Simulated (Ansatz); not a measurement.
Mulliken charges of `BrC1BO1` from PBE/def2-TZVPP in Ansatz (PBE0-D4/def2-TZVP geometry).

```csv
atom,x (Å),y (Å),z (Å),charge (e)
Br1,1.756,0.575,-1.158,-0.083
C2,0.332,-0.381,-0.306,0.047
B3,-0.548,0.279,0.720,0.015
O4,-1.006,0.173,-0.530,-0.151
H5,0.408,-1.438,-0.526,0.133
H6,-0.899,0.728,1.754,0.039
```

By hand: the dipole of these point charges (1 e Å = 4.8032 D).

Σ q r = (0.033, -0.250, 0.171) e Å, of length 0.305 e Å = 1.46 D.

How does the dipole of the full density compare? (Estimate.)

Ansatz gave: (-0.095, -0.176, 0.269) e Å, 1.61 D; the point charges give 0.91 times that, at 32° from its direction.

Point charges leave out the atoms' own dipoles, such as those of lone pairs, and Mulliken's split depends on the basis, so the two needn't agree.
